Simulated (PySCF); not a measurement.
Cartesian coordinates in Å; atom numbers follow the order of the lines, from 1:
```xyz
7

Ag    0.0069   -0.0003   -0.0018
C     2.1939    0.0028    0.2300
N     3.3602    0.0071    0.3517
C    -1.0757    1.8897   -0.2995
N    -1.6536    2.8974   -0.4601
C    -1.1156   -1.8952    0.0673
N    -1.7161   -2.9015    0.1125
```

Total charge -2.

Geometry: PBE0-D3(BJ)/def2-SVP; GIAO absolute shieldings from PySCF 2.14.0 with density-fitted response routines, gas phase, scalar relativity only through the core potential, averaged over equivalent atoms.

At PBE0/pcSseg-1 (def2-TZVP on Ag) (142 basis functions, 11 s wall time on 1 thread of an x86-64 server CPU, shared host):
```
   atoms  σ (ppm)
C2/C4/C6     33.6
N3/N5/N7    -62.7
```

**Question.** What do these become at KT2/pcSseg-1 (def2-TZVP on Ag)?

**Answer.** 
```
   atoms  σ at KT2/pcSseg-1 (def2-TZVP on Ag)  change
C2/C4/C6                                 52.3   +18.7
N3/N5/N7                                -40.0   +22.7
```

The largest change is at N3/N5/N7 (nitrogen bonded to C). Cost: 142 basis functions, 17 s wall time on 1 thread of an x86-64 server CPU, shared host.

Ag is described by an effective core potential, so it has no shielding of its own here; spin–orbit effects on the atoms bonded to it, which can be large, are absent, and the values of these neighbours are rough.
